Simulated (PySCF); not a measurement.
NICS in rings of unrelated molecules.

NICS = −σ at a ghost point: NICS(0) at the centroid of the ring atoms, NICS(1) 1 Å to either side along the normal of their mean plane, zz for the tensor component along that normal. Level: GIAO PBE0/pcSseg-1 (PySCF, non-relativistic, gas phase) on the GFN2-xTB geometries, one conformer each. Atom numbers follow the mapped SMILES.

Task: Order these rings by mean NICS(1)zz, lowest (most negative) first (ppm).
A. ring C5–C6–Si7–C8 in `[CH3:1][C:2]([CH3:3])([CH3:4])[C:5]1=[CH:6][SiH2:7][C@@H:8]1[Cl:9]`
B. ring C3–N4–N5–C6–S9 in `[CH2:1]=[CH:2][c:3]1[n:4][n:5][c:6]([CH:7]=[O:8])[s:9]1`
C. ring C2–C3–C4–C6–C7 in `[CH2:1]=[C:2]1[CH:3]=[C:4]([Cl:5])[CH:6]=[C:7]1[C:8]#[N:9]`
D. ring C3–C4–C5–C6–C7–C9 in `[N:1]#[C:2][c:3]1[cH:4][cH:5][cH:6][c:7]([Cl:8])[cH:9]1`
E. ring C5–N6–N7–N8–C9 in `[CH3:1][c:2]1[cH:3][cH:4][c:5]2[n-:6][n:7][n:8][c:9]2[c:10]1[CH3:11]` (charge -1)
F. ring C4–C5–C6–C7–C8–C9 in `[CH3:1][CH2:2][CH2:3][c:4]1[cH:5][cH:6][cH:7][cH:8][cH:9]1`

Result: E (-40.7), F (-28.8), D (-26.7), B (-25.6), C (-5.7), A (2.9).

| SMILES | ring | NICS(0) | NICS(1) | NICS(1)zz | HOMA | rms pucker (Å) | ring atoms with four or more neighbours |
| --- | --- | --- | --- | --- | --- | --- | --- |
| Cc1ccc2[n-]nnc2c1C | 5-membered ring with 3 N; formal bonds all aromatic | -12.8 | -16.0 | -40.7 | 0.88 | 0.00 | 0 |
| CCCc1ccccc1 | 6-membered carbocycle; formal bonds all aromatic | -8.6 | -11.3 | -28.8 | 1.00 | 0.00 | 0 |
| N#Cc1cccc(Cl)c1 | 6-membered carbocycle; formal bonds all aromatic | -9.4 | -11.1 | -26.7 | 0.99 | 0.00 | 0 |
| C=Cc1nnc(C=O)s1 | 5-membered ring with 2 N and S; formal bonds all aromatic | -10.7 | -11.8 | -25.6 | 0.75 | 0.00 | 0 |
| C=C1C=C(Cl)C=C1C#N | 5-membered carbocycle; formal bonds 2 double, 3 single | -2.3 | -4.8 | -5.7 | 0.08 | 0.00 | 0 |
| CC(C)(C)C1=C[SiH2][C@@H]1Cl | 4-membered ring with Si; formal bonds 1 double, 3 single | 0.1 | -3.2 | 2.9 | – | 0.01 | 2 |

NICS(0) gives another order. The isotropic NICS(1) gives another order. Over the 5 rings with a HOMA value its correlation coefficient with NICS(1)zz is -0.85. HOMA uses Krygowski's 1993 parameters; it is left out where a ring has a four-coordinate atom, a triple bond, no multiple bond or a kind of bond without parameters. NICS(1) and NICS(1)zz are means over the two faces.
